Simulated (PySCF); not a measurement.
Vertical excitations of a molecule C4H8BF from TDA-ωB97X/def2-SVPD in PySCF, as energy in eV (oscillator strength): 5.81 (0.000), 6.97 (0.419), 7.73 (0.002), 8.22 (0.005), 8.33 (0.086), 8.54 (0.003), 8.57 (0.059), 8.93 (0.011), 9.11 (0.001), 9.31 (0.007). Lowest triplet (TDA): 3.96 eV. Geometry: PBE0-D3(BJ)/def2-SVP. The values are those of a single conformer.

### Question
Which structure fits?
A) C=CB(F)CC
B) C=CB(C)CF
C) CB(F)C1CC1
D) C[C@H]1CCB1F

### Answer
A, C=CB(F)CC
